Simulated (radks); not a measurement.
Results of a calculation; reference values are marked as such.
The cobalt ion Co14+, configuration [Ne] 3s2 3p1.

Code: a radial shooting solver on a logarithmic mesh with Libxc functionals. Model: non-relativistic Kohn-Sham, PBE, spin-polarised, spherical densities, point nucleus; open shells are filled with parallel spins first.

Energy parts (eV):
part                      energy
total                 -35150.272
kinetic                35136.642
electron-nucleus      -77393.162
Hartree                 8345.611
exchange-correlation   -1239.364

Orbitals (lengths in bohr, moments of r in powers of bohr; <r^-3> diverges for s and p1/2; r(90%) holds 90 % of the orbital's charge):
orbital  occ.  eigenvalue (eV)       <r^4>  <r^-3>     <r^2>  r(90%)
1s up       1        -7971.619  0.00004800       -  0.004339   0.101
1s down     1        -7970.796  0.00004799       -  0.004339   0.101
2s up       1        -1320.711     0.01019       -   0.07706   0.395
2s down     1        -1319.955     0.01015       -   0.07697   0.395
2p up       3        -1207.958    0.007383   539.0   0.06092   0.364
2p down     3        -1206.930    0.007361   538.8   0.06088   0.364
3s up       1        -460.1677      0.3639       -    0.4977   0.961
3s down     1        -455.8505      0.3674       -    0.4996   0.964
3p up       1        -424.5205      0.3649   108.8    0.4897   0.965
3p down     0        -420.2911      0.3688   108.8    0.4916   0.968

The highest occupied level is 3p up at -424.52 eV. The density falls to 0.001 e/bohr^3 at r = 1.56 bohr.
